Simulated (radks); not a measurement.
Values are calculated unless marked as measured or tabulated.
Kinetic energies: the exact non-interacting value of the Kohn-Sham orbitals and orbital-free approximations, as 100 (|E| - |E exact|)/|E exact|, negative where the magnitude is too small. Species: Cd [Kr] 4d10 5s2; N3+ [He] 2s2; N [He] 2s2 2p3; Ne [Ne]; C2+ [He] 2s2. Code: a radial shooting solver on a logarithmic mesh with Libxc functionals. Model: non-relativistic Kohn-Sham, exchange-only B88, spin-polarised, spherical densities, point nucleus. Every spin shell is full or empty, so the densities are truly spherical. Functionals are evaluated on that one density, not self-consistently.

functional            Cd      N3+        N       Ne      C2+
exact (hartree)  5465.19  51.0727  54.4009  128.590  36.3996
Thomas-Fermi       -5.35   -10.59    -9.19    -8.58   -10.49
von Weizsacker    -57.89   -10.09   -19.03   -29.77    -9.31
TF + vW/9          -0.67    -0.60    -0.19    -0.78    -0.41
APBEK              +0.13    -0.55    +0.18    -0.06    -0.37
Perdew 92          -0.66    -0.58    -0.17    -0.77    -0.39
LKT               +19.49   +51.11   +44.89   +36.50   +51.82
PG1               +15.32   +43.86   +37.95   +29.98   +44.53
Ernzerhof          -0.39    +1.36    +1.25    +0.11    +1.58
